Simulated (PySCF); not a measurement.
**Working with the constants of CsLi**

PBE0 constants of CsLi, ¹Σ⁺ (singlet), closed shell (basis Cs x2c-TZVPall, Li x2c-TZVPall; spin-free X2C with a Gaussian nucleus; PySCF 2.14; masses 132.9054 and 7.0160 u):

- ωe: 179.4 cm⁻¹
- ωexe: 0.827 cm⁻¹
- Be: 0.18066 cm⁻¹
- αe: 0.00114 cm⁻¹
- De to Cs + Li: 0.62 eV

Question: What force constant and bond length do these constants imply?

Answer: Reduced mass μred = 6.6642 u; k = 5.8918×10⁻⁷·μred·ωe² (u, cm⁻¹, mdyn/Å) = 0.126 mdyn/Å; Re = √(16.8576/(μred·Be)) (u, cm⁻¹, Å) = 3.742 Å.

Question: Estimate the centrifugal constant D from the Kratzer relation and find the Dunham coefficient a1.

Answer: D = 4Be³/ωe² = 7.33e-07 cm⁻¹; a1 = −1 − αeωe/(6Be²) = -2.04.

Closed-shell solutions of metal pairs were not tested for spin polarisation, which can lower them a little. Spin–orbit coupling is left out.
